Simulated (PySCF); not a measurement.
Si(F)(I)(Me)2 (C2H6FISi), SMILES C[Si](C)(F)I. Geometry: PBE-D3(BJ)/def2-SVP. The def2 effective core potentials stand for the cores of I; spin–orbit coupling is left out.

Level of theory: PBE-D3(BJ)/def2-SVP (PySCF 2.14.0).

Harmonic wavenumbers (cm⁻¹): 146, 148, 149, 165, 194, 208, 258, 353, 640, 674, 722, 769, 787, 819, 895, 1216, 1221, 1367, 1371, 1376, 1384, 2978, 2979, 3079, 3080, 3094, 3094. Rotational constants (GHz): 3.313, 1.081, 1.054; symmetry number 1.

Question: Work out the zero-point energy and the ideal-gas rigid-rotor harmonic-oscillator thermochemistry at 298.15 K and 1 atm.

Answer: ZPE = ½ Σ hcν = ½ × 33165 cm⁻¹ = 47.41 kcal/mol. H − E(el) = 53.07 kcal/mol. Entropy in cal/(mol K): translation 41.84, rotation 28.83, vibration 19.62, total 90.29. G − E(el) = 26.15 kcal/mol. Cp = 28.51 cal/(mol K). Modes under 150 cm⁻¹ make the vibrational entropy uncertain.
